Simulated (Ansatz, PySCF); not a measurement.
Isomers of CH3NO: 1 is NC=O, 2 is O=NC; one conformer of each (the lowest of an xTB search), B3LYP-D3(BJ)/def2-TZVP minima.
Isomer 1 (charge 0, multiplicity 1):
```
atom    x (Å)    y (Å)    z (Å)
----  -------  -------  -------
N     -0.6935  -0.0314  -0.0093
C      0.6612   0.0338   0.0080
O      1.3082   1.0440  -0.1452
H     -1.2270   0.8098  -0.1588
H     -1.1758  -0.9022   0.1246
H      1.1269  -0.9540   0.1806
```
Isomer 2 (charge 0, multiplicity 1):
```xyz
6

C     -0.434     0.005    -0.005
N      0.938     0.402     0.381
O      1.800    -0.232    -0.161
H     -0.430    -0.814    -0.725
H     -0.956    -0.261     0.916
H     -0.918     0.899    -0.406
```

No zero-point or thermal terms.

Frozen-core correlation. CBS: X⁻³ extrapolation of the correlation energy, Hartree–Fock from the larger set.

Codes used: Ansatz (Gaussian basis) for Hartree–Fock, density functionals and correlated methods; PySCF for the dispersion terms. 

The comparison value is 267.2 kJ/mol (CCSD(T)/CBS(cc-pVTZ, cc-pVQZ)). It is a level with limits of its own, not the exact answer.

### Question
Order these levels by how close they come to the comparison value for the electronic energy of isomer 2 less that of isomer 1, closest first: BHLYP-D4/def2-TZVPP, B3LYP/def2-TZVPP, PBE0/def2-TZVPP. Give each level's value less the comparison value.

### Answer
B3LYP/def2-TZVPP (6.1 kJ/mol), PBE0/def2-TZVPP (8.5 kJ/mol), BHLYP-D4/def2-TZVPP (17.1 kJ/mol)

Ansatz is a program for electronic structure.
